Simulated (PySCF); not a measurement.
Species: C5H8F2O2S.
SMILES with atom numbers: `[O:1]=[S:2]1(=[O:3])[CH2:4][CH2:5][CH2:6][C:7]([F:8])([F:9])[CH2:10]1`

Geometry (GFN2-xTB, Å), atoms numbered from 1 in this order:
```
atom  x, y, z in Å
O1     2.6910    0.8284   -0.7978
S2     1.5561    0.6373    0.0584
O3     1.6164    1.1604    1.3878
C4     1.1402   -1.1295    0.1351
C5    -0.2103   -1.2419    0.8094
C6    -1.3225   -0.6444   -0.0496
C7    -1.1898    0.8682   -0.1855
F8    -2.2419    1.3333   -0.9392
F9    -1.3621    1.4545    1.0278
C10    0.1053    1.3370   -0.8143
H11    1.9276   -1.6078    0.7111
H12    1.1482   -1.5038   -0.8847
H13   -0.1625   -0.7085    1.7615
H14   -0.4443   -2.2883    1.0145
H15   -2.2939   -0.8432    0.4088
H16   -1.3220   -1.0799   -1.0508
H17    0.1706    1.0136   -1.8490
H18    0.1852    2.4212   -0.7550
```

Probes without a nucleus sit at each ring's centroid and 1 Å off its mean plane on both sides; NICS is minus the shielding there, NICSzz its component along the normal. Level: GIAO PBE0/pcSseg-1 (PySCF, non-relativistic, gas phase) on the GFN2-xTB geometry, one conformer.

Ring bond lengths (Å), with Mayer bond orders in brackets: S2–C4 1.817 (0.85), C4–C5 1.514 (1.00), C5–C6 1.527 (1.02), C6–C7 1.525 (1.00), C7–C10 1.514 (0.97), C10–S2 1.832 (0.83).

Question: Give the NICS values of each ring in ppm.

Answer: 
| ring | type | NICS(0) | NICS(1), two faces | NICS(1)zz, two faces | rms pucker (Å) | centre to ring atoms, mean (Å) |
| --- | --- | --- | --- | --- | --- | --- |
| S2–C4–C5–C6–C7–C10 | 6-membered ring with S; formal bonds all single | -3.2 | -1.9 / -2.7 | 1.6 / 2.8 | 0.26 | 1.55 |

Question: What do they say, and how far can they be read as aromaticity?

Answer: 
- S2–C4–C5–C6–C7–C10: mean NICS(1)zz 2.2 ppm, near zero. S2, C4, C5, C6, C7, C10 have four or more neighbours, and the NICS criterion for π rings isn't applied.

Question: List the ring angles and the Hirshfeld charges of the ring atoms.

Answer: 
- S2–C4–C5–C6–C7–C10: S2 102.1° (+0.519 e), C4 107.2° (-0.074 e), C5 111.7° (-0.070 e), C6 112.0° (-0.088 e), C7 114.8° (+0.184 e), C10 111.2° (-0.099 e); sum 659.0° against 720° for a flat convex ring.

Time: 67 s wall; peak memory 1.0 GiB. Hardware: an Arm Neoverse N1 with one thread, no GPU, on a shared host. This is the whole shielding run at PBE0/pcSseg-1, SCF included.
